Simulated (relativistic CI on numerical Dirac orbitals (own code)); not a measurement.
A reference radial Dirac CI calculation of Nb30+ gave the lowest total energy -3136.40945 Ha in 27 SCF steps, from this input:

```
atom Nb  Z=41  charge=30  electrons=11
nucleus A=93  rms_radius_fm=4.3240
hamiltonian dirac-coulomb  breit=on  qed=on  c_scale=1
orbitals kli  potential=per-configuration
slater_scale 1
correlation none
mixing on
grid step=0.0125 r_max=3.8
scf mixing=0.4 start=green max_iterations=150 tolerance=2e-08 node_fill=0.05
configurations
  [Ne] 3s
  [Ne] 3p
  [Ne] 3d
end
```

One setting was then changed (and the iteration limit cut to 74), and the output read:

```
error: configuration [Ne] 3s has 11 electrons, the ion has 12
end: refused
```

Question: Which setting was changed?
A. charge
B. node fill of the KLI weights
C. end of the grid
D. Breit term

Answer: A. The charge 29. This setting is bad on purpose; its numbers may not be properties of the ion.
